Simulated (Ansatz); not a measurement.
Pulling on the O3–H4 bond in GeH2O (SMILES [OH][GeH]) (multiplicity 1 held, fragments rigid). Energies count from the point at 0.963 Å.
Geometry at that point (charge 0, multiplicity 1):
```xyz
4

Ge    -0.235    -0.201     0.247
H     -1.411    -0.032    -0.859
O      1.025     0.681    -0.689
H      0.738     1.016    -1.545
```

R- and RO- levels are restricted; in cc, def2 and unpolarised 6-31G sets they are followed outwards from rest. U- levels take the lowest unrestricted solution at each point, which mixes spins at long bonds. Active spaces are followed from a long bond inwards. Curves can end on different states.

Correlated levels freeze the cores. Filled d and f shells under p-block atoms count as core.

Programs: Ansatz (a program for electronic structure). 

Energies in kcal/mol.

| R (Å) | R-HF/cc-pVDZ | R-MP2/cc-pVDZ | U-SCS-MP2/cc-pVDZ | FIC-MRCISD+Q on CASSCF(4,3)/cc-pVDZ |
|---|---|---|---|---|
| 0.771 | 33.1 | 38.5 | 38.5 | 38.2 |
| 0.867 | 5.2 | 7.9 | 7.9 | 7.8 |
| 0.963 | 0.0 | 0.0 | 0.0 | 0.0 |
| 1.059 | 6.7 | 4.0 | 4.0 | 4.0 |
| 1.156 | 19.4 | 13.9 | 13.8 | 13.9 |
| 1.300 | 42.7 | 33.2 | 33.0 | 32.7 |
| 1.445 | 66.8 | 53.1 | 68.1 | 51.3 |
| 1.686 | 103.2 | 82.0 | 98.5 | 76.0 |
| 1.926 | 132.9 | 103.1 | 107.0 | 90.9 |
| 2.215 | 160.3 | 118.9 | 109.6 | 99.3 |
| 2.601 | 186.1 | 127.4 | 110.2 | 102.8 |
| 3.082 | 206.6 | 125.6 | 110.3 | 103.7 |

Doubts at one or more of the structures used: a restricted determinant that unrestricted orbitals would lower (R-HF/cc-pVDZ, R-MP2/cc-pVDZ); a spin-contaminated determinant (U-SCS-MP2/cc-pVDZ); active orbitals that take no part (FIC-MRCISD+Q on CASSCF(4,3)/cc-pVDZ).
